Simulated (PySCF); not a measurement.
# PbF: everyday levels beside a composite calculation

PySCF; the state is a doublet (π ↑). The composite is CCSD(T) extrapolated to the basis-set limit from two correlation-consistent sets, with core-valence (CV) and scalar-relativistic (SR) terms as its label shows; it has no spin–orbit coupling and nothing beyond (T). Here it is CCSD(T)/CBS(DT). It gives Re = 2.048 Å, ωe = 523 cm⁻¹ and De = 4.66 eV to Pb + F.

```json
{"level": "UHF", "basis": "def2-SVPD", "relativity": "scalar-relativistic core potentials", "Re (Å)": "2.077", "ωe (cm⁻¹)": "523", "De (eV)": "2.66"}
{"level": "UHF-MP2", "basis": "def2-SVP", "relativity": "scalar-relativistic core potentials", "Re (Å)": "2.062", "ωe (cm⁻¹)": "559", "De (eV)": "4.16"}
{"level": "UHF-CCSD", "basis": "def2-SVP", "relativity": "scalar-relativistic core potentials", "Re (Å)": "2.066", "ωe (cm⁻¹)": "553", "De (eV)": "3.81"}
{"level": "UHF-CCSD(T)", "basis": "aug-cc-pVDZ-PP/aug-cc-pVDZ", "relativity": "scalar-relativistic core potentials", "Re (Å)": "2.081", "ωe (cm⁻¹)": "514", "De (eV)": "4.45"}
{"level": "UHF-CCSD(T)", "basis": "def2-SVPD", "relativity": "scalar-relativistic core potentials", "Re (Å)": "2.099", "ωe (cm⁻¹)": "507", "De (eV)": "4.48"}
{"level": "PBE", "basis": "def2-SVP", "relativity": "scalar-relativistic core potentials", "Re (Å)": "2.087", "ωe (cm⁻¹)": "526", "De (eV)": "4.79"}
{"level": "PBE", "basis": "def2-SVPD", "relativity": "scalar-relativistic core potentials", "Re (Å)": "2.118", "ωe (cm⁻¹)": "487", "De (eV)": "4.98"}
{"level": "PW91", "basis": "aug-cc-pVDZ-PP/aug-cc-pVDZ", "relativity": "scalar-relativistic core potentials", "Re (Å)": "2.106", "ωe (cm⁻¹)": "490", "De (eV)": "4.98"}
{"level": "B97-3", "basis": "aug-cc-pVDZ-PP/aug-cc-pVDZ", "relativity": "scalar-relativistic core potentials", "Re (Å)": "2.095", "ωe (cm⁻¹)": "498", "De (eV)": "4.58"}
{"level": "M06-2X", "basis": "def2-SVPD", "relativity": "scalar-relativistic core potentials", "Re (Å)": "2.094", "ωe (cm⁻¹)": "510", "De (eV)": "4.42"}
```

Question: Give the difference of each row from the composite.

Answer: 

```
      level                       basis  ΔRe (pm)  Δωe (%)  ΔDe (eV)
        UHF                   def2-SVPD      +2.9     +0.0     -2.00
    UHF-MP2                    def2-SVP      +1.4     +6.9     -0.50
   UHF-CCSD                    def2-SVP      +1.8     +5.7     -0.85
UHF-CCSD(T)  aug-cc-pVDZ-PP/aug-cc-pVDZ      +3.3     -1.7     -0.21
UHF-CCSD(T)                   def2-SVPD      +5.1     -3.1     -0.18
        PBE                    def2-SVP      +3.9     +0.6     +0.13
        PBE                   def2-SVPD      +7.0     -6.9     +0.32
       PW91  aug-cc-pVDZ-PP/aug-cc-pVDZ      +5.8     -6.3     +0.32
      B97-3  aug-cc-pVDZ-PP/aug-cc-pVDZ      +4.7     -4.8     -0.08
     M06-2X                   def2-SVPD      +4.6     -2.5     -0.24
```

Question: Which rows come closest in De?

Answer: B97-3 in aug-cc-pVDZ-PP/aug-cc-pVDZ (-0.08 eV), counted from the composite.

Correlated steps freeze 5 core orbitals. Correlated levels converge slowly with the basis: in double zeta they bind strong bonds too weakly, by up to about 1 eV, and carry superposition errors of some tenths. Spin–orbit coupling is left out, which matters for elements this heavy, above all for dissociation energies. The state is the lowest determinant that a PBE0 search found; another state may lie lower at other levels.
